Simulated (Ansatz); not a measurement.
A run on CH$_{7}$FGeSi (`C[SiH](F)[GeH3]`) with other settings.

```yaml
crystal:
  periodic: [false, false, false]
  atoms:
    - {symbol: C, position_ang: [0.198447, 1.571456, 0.734901]}
    - {symbol: Si, position_ang: [0.401263, -0.275595, 0.712749]}
    - {symbol: F, position_ang: [1.971468, -0.625050, 0.762896]}
    - {symbol: Ge, position_ang: [-0.519024, -1.264515, -1.249847]}
    - {symbol: H, position_ang: [-0.864060, 1.830545, 0.743431]}
    - {symbol: H, position_ang: [0.660227, 1.999843, 1.627930]}
    - {symbol: H, position_ang: [0.653816, 2.031474, -0.144715]}
    - {symbol: H, position_ang: [-0.212370, -0.878886, 1.927136]}
    - {symbol: H, position_ang: [-2.033632, -0.990539, -1.307194]}
    - {symbol: H, position_ang: [0.117116, -0.668878, -2.517995]}
    - {symbol: H, position_ang: [-0.307952, -2.786855, -1.268794]}
basis:
  gaussian: {orbitals: def2-TZVPD, final_grid: {core_spheres: 5, valence_spheres: 4, degree: 11}, nuclear_model: gaussian}
hamiltonian: {xc: {name: CAM-B3LYP}, dispersion: d3bj}
scf: {lower_state_search: off}
```

```sh
$ ansatz run in.yaml --threads 4 --pin off --events-out ev --progress --plain --max-ram 10444MiB
```

Output, abridged:

```
Functional definition: CAM-B3LYP
1426 factors; their error is unknown
574 factors; integrals over basis functions are off by at most 3.6e-5 eV
mean field evaluation 1: about -68264.5077 eV, gradient 5.4e1 eV
mean field evaluation 2: about -68263.9844 eV, gradient 5.9e1 eV
mean field evaluation 4: about -68269.6194 eV, gradient 2.2e0 eV
mean field evaluation 8: about -68269.6219 eV, gradient 1.7e-1 eV
mean field evaluation 16: about -68269.7931 eV, gradient 5.7e-4 eV
mean field -68269.79311302 eV, -2508.8686219757 hartree, gradient 6.1e-6 eV, S^2 0.000000; 0 other end points of the search recorded, 0 dependent functions left out
reference -68269.79327887 eV, -2508.8686280705 hartree; 34, 34 occupied and 203, 203 virtual orbitals, 1426 factors
Total energy: -68269.98464941 eV, -2508.8756608081 hartree
Checks for a lower state left out: stability, starts, cluster_reference, orbital_swaps, neighbouring_geometries, increment
```

Hardware: 4 threads of an Intel Xeon Platinum 8259CL on a shared host. Wall time 2.9 s, peak host memory 0.67 GiB.
